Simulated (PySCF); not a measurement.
Ge$_{2}$, triplet, at a GFN2-xTB geometry; CASSCF(4,5)/STO-3G (PySCF).

Input for PySCF:
```python
from pyscf import gto, scf, mcscf
import numpy

mol = gto.Mole()
mol.atom = '''
    Ge   -0.00000000   -0.00000000   -1.16519470
    Ge    0.00000000    0.00000000    1.16519470
'''
mol.basis = 'sto-3g'
mol.spin = 2
mol.verbose = 4
mol.build()

mf = scf.ROHF(mol)
mf.kernel()
mc = mcscf.CASSCF(mf, 5, 4)
mc.fix_spin_(ss=2.0)
mc.kernel()
occ = numpy.linalg.eigvalsh(mc.fcisolver.make_rdm1(mc.ci, mc.ncas, mc.nelecas))[::-1]
ss = mc.fcisolver.spin_square(mc.ci, mc.ncas, mc.nelecas)[0]
print('natural occupations', occ.round(4), ' <S^2>', round(ss, 4))
```

Question: What does PySCF print? Leave out banner, timings and long lists.

Answer: 
```
PySCF version 2.14.0

[INPUT] verbose = 4
[INPUT] num. atoms = 2
[INPUT] num. electrons = 64
[INPUT] charge = 0
[INPUT] spin (= nelec alpha-beta = 2S) = 2
[INPUT] symmetry False subgroup None
[INPUT] Mole.unit = angstrom
[INPUT] Symbol           X                Y                Z      unit          X                Y                Z       unit  Magmom
[...]
nuclear repulsion = 232.526574306457
number of shells = 16
number of NR pGTOs = 108
number of NR cGTOs = 36
basis = sto-3g
ecp = {}

******** <class 'pyscf.scf.rohf.ROHF'> ********
method = ROHF
initial guess = minao
damping factor = 0
level_shift factor = 0
DIIS = <class 'pyscf.scf.diis.CDIIS'>
diis_start_cycle = 1
diis_space = 8
diis_damp = 0
SCF conv_tol = 1e-09
SCF conv_tol_grad = None
SCF max_cycles = 50
direct_scf = True
direct_scf_tol = 1e-13
num. doubly occ = 31  num. singly occ = 2
Set gradient conv threshold to 3.16228e-05
init E= -4097.82573316892
[...]
cycle= 1 E= -4103.34220552246  delta_E= -5.52  |g|= 0.301  |ddm|= 1.65
[...]
cycle= 2 E= -4103.36316180922  delta_E= -0.021  |g|= 0.0364  |ddm|= 0.276
[...]
cycle= 3 E= -4103.36404603873  delta_E= -0.000884  |g|= 0.00957  |ddm|= 0.0695
[...]
cycle= 4 E= -4103.364116156  delta_E= -7.01e-05  |g|= 0.000841  |ddm|= 0.0236
[...]
cycle= 5 E= -4103.36411679795  delta_E= -6.42e-07  |g|= 0.000109  |ddm|= 0.00222
[...]
cycle= 6 E= -4103.36411681723  delta_E= -1.93e-08  |g|= 4.85e-05  |ddm|= 0.000286
[...]
cycle= 7 E= -4103.36411682204  delta_E= -4.81e-09  |g|= 2.11e-06  |ddm|= 0.000201
[...]
cycle= 8 E= -4103.36411682205  delta_E= -3.64e-12  |g|= 2.7e-07  |ddm|= 4.74e-06
[...]
Extra cycle  E= -4103.36411682205  delta_E= 9.09e-13  |g|= 1.27e-07  |ddm|= 7.21e-07
converged SCF energy = -4103.36411682205

******** <class 'pyscf.mcscf.mc1step.CASSCF'> ********
CAS (3e+1e, 5o), ncore = 30, nvir = 1
max_cycle_macro = 50
max_cycle_micro = 4
conv_tol = 1e-07
conv_tol_grad = None
orbital rotation max_stepsize = 0.02
orbital rotation threshold for CI restart = 0.01
augmented hessian ah_max_cycle = 30
augmented hessian ah_conv_tol = 1e-12
augmented hessian ah_linear dependence = 1e-14
augmented hessian ah_level shift = 1e-08
augmented hessian ah_start_tol = 2.5
augmented hessian ah_start_cycle = 3
augmented hessian ah_grad_trust_region = 3
kf_trust_region = 3
kf_interval = 4
ci_response_space = 4
ci_grad_trust_region = 3
with_dep4 0
natorb = False
canonicalization = True
sorting_mo_energy = False
ao2mo_level = 2
internal_rotation = False
[...]
max. cycles = 50
conv_tol = 1e-08
davidson only = True
linear dependence = 1e-12
level shift = 0.001
max iter space = 12
nroots = 1
pspace_size = 400
spin = None
CASCI E = -4103.38618904811  S^2 = 2.0000000
Set conv_tol_grad to 0.000316228
macro iter   1 ( 21 JK    4 micro), CASSCF E = -4103.38621491287  dE = -2.58647578e-05  S^2 = 2.0000000
               |grad[o]|=0.00617  |grad[c]|=0.0034  |ddm|=0.00165  |maxRot[o]|=0.00388
macro iter   2 ( 21 JK    4 micro), CASSCF E = -4103.38622755550  dE = -1.26426339e-05  S^2 = 2.0000000
               |grad[o]|=0.00371  |grad[c]|=0.00337  |ddm|=0.00162  |maxRot[o]|=0.00927
macro iter   3 ( 21 JK    4 micro), CASSCF E = -4103.38786301857  dE = -1.63546307e-03  S^2 = 2.0000000
               |grad[o]|=0.00288  |grad[c]|=0.0099  |ddm|=0.0177  |maxRot[o]|=0.158
macro iter   4 ( 17 JK    4 micro), CASSCF E = -4103.39192800836  dE = -4.06498979e-03  S^2 = 2.0000000
               |grad[o]|=0.00634  |grad[c]|=0.0131  |ddm|=0.0159  |maxRot[o]|=0.227
macro iter   5 ( 21 JK    4 micro), CASSCF E = -4103.39456544195  dE = -2.63743359e-03  S^2 = 2.0000000
               |grad[o]|=0.00833  |grad[c]|=0.00487  |ddm|=0.00201  |maxRot[o]|=0.159
macro iter   6 ( 21 JK    4 micro), CASSCF E = -4103.39637639722  dE = -1.81095527e-03  S^2 = 2.0000000
               |grad[o]|=0.00709  |grad[c]|=0.0058  |ddm|=0.00421  |maxRot[o]|=0.159
macro iter   7 ( 21 JK    4 micro), CASSCF E = -4103.39720905035  dE = -8.32653132e-04  S^2 = 2.0000000
               |grad[o]|=0.00552  |grad[c]|=0.00584  |ddm|=0.00653  |maxRot[o]|=0.159
macro iter   8 ( 11 JK    3 micro), CASSCF E = -4103.39733135077  dE = -1.22300417e-04  S^2 = 2.0000000
               |grad[o]|=0.00316  |grad[c]|=0.00218  |ddm|=0.00268  |maxRot[o]|=0.0822
macro iter   9 (  6 JK    2 micro), CASSCF E = -4103.39733620806  dE = -4.85728742e-06  S^2 = 2.0000000
               |grad[o]|=0.000429  |grad[c]|=8.64e-05  |ddm|=0.000214  |maxRot[o]|=0.0126
macro iter  10 (  3 JK    1 micro), CASSCF E = -4103.39733626766  dE = -5.96055543e-08  S^2 = 2.0000000
               |grad[o]|=3.38e-05  |grad[c]|=4.49e-05  |ddm|=5.19e-05  |maxRot[o]|=0.00165
1-step CASSCF converged in  10 macro (163 JK  34 micro) steps
CASSCF canonicalization
Density matrix diagonal elements [1.96022672 0.94026002 0.94026002 0.07962662 0.07962662]
CASSCF energy = -4103.39733626766
CASCI E = -4103.39733626766  E(CI) = -2.82637837466064  S^2 = 2.0000000
natural occupations [1.9602 0.9403 0.9403 0.0796 0.0796]  <S^2> 2.0
```
